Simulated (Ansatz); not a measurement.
CuSiPH₆⁺, that is Cu(PH3)(SiH3) with one electron fewer. Total charge 1; doublet. Geometry B3LYP-D4/def2-SVP, that of the neutral singlet; atoms count from 1.

```tsv
atom	x (Å)	y (Å)	z (Å)
Cu1	0.014	0.001	0.021
P2	-1.790	0.567	-1.267
H3	-2.723	-0.435	-1.645
H4	-1.583	1.126	-2.556
H5	-2.725	1.526	-0.795
Si6	1.833	-0.578	1.302
H7	1.491	-1.070	2.683
H8	2.809	0.544	1.540
H9	2.675	-1.681	0.717
```

Estimate the Mulliken populations from the PBE0/def2-TZVP orbitals of Ansatz.


| atom | charge (e) | spin (α − β) | d electrons |
| --- | --- | --- | --- |
| Cu1 | 0.02 | 0.43 | 9.87 |
| P2 | 0.02 | 0.01 | – |
| H3 | 0.18 | 0.00 | – |
| H4 | 0.18 | 0.00 | – |
| H5 | 0.18 | 0.00 | – |
| Si6 | 0.20 | 0.46 | – |
| H7 | 0.08 | 0.03 | – |
| H8 | 0.08 | 0.03 | – |
| H9 | 0.08 | 0.03 | – |
Mulliken values depend strongly on the basis.

Where does the spin sit?

Summed by element: Cu 0.43, P 0.01, H 0.10, Si 0.46, of 1 unpaired in all. Largest on single atoms: Si6 0.46, Cu1 0.43, H9 0.03.

And the Mayer bond orders between heavy atoms (over 0.3)?

Cu1–P2 0.83 (2.29 Å); Cu1–Si6 0.68 (2.30 Å).
